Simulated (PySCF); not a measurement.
Ionisation energy of Pt³⁶⁺ by level of theory

Pt³⁶⁺ [Kr] 4d6 (5D) → Pt³⁷⁺ [Kr] 4d5 (6S), as a difference of total energies. Computed with PySCF 2.14 in an even-tempered Gaussian basis (19 s from 3.5 bohr⁻², ratio 2.5; 14 p from 4.6 bohr⁻², ratio 2.5; 9 d from 4.6 bohr⁻², ratio 2.5; 4 f from 21 bohr⁻², ratio 2.7; 3 g from 32 bohr⁻², ratio 2.7), with the spin-free X2C one-electron Hamiltonian (Gaussian nucleus). The calculations carry no spin-orbit coupling.

| method | ionisation energy (eV) |
| --- | --- |
| UHF | 1625.3 |
| BLYP | 1628.3 |
| M06-2X | 1628.5 |

Spin-orbit coupling is strong in these open shells (close to jj coupling). The scalar numbers leave it out and a first-order estimate fails, so it can dominate the gap to the real levels.

Breit and QED terms and the two-electron picture change are absent.

For comparison: 1624 ± 5 eV (theoretical estimate listed by NIST; NIST Atomic Spectra Database, ionization energies).
